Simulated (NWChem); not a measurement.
SeF₂; SMILES F[Se]F

All runs: NWChem. This build's default masses of Se (78.918 u) and Br (79.917 u) are each other's, which moves their modes by up to 0.6 %. The level has its own optimisation; frequencies are unscaled.

**Question.** What does the run give for Hartree-Fock/3-21G? Quantities: r F–Se (Å); highest harmonic frequency (cm⁻¹); lowest (cm⁻¹); zero-point energy (kcal/mol); dipole (D).

**Answer.** 
```
Item                               Value
---------------------------------  -----
r F–Se (Å)                         1.727
highest harmonic frequency (cm⁻¹)    786
lowest (cm⁻¹)                        288
zero-point energy (kcal/mol)         2.6
dipole (D)                          2.87
```
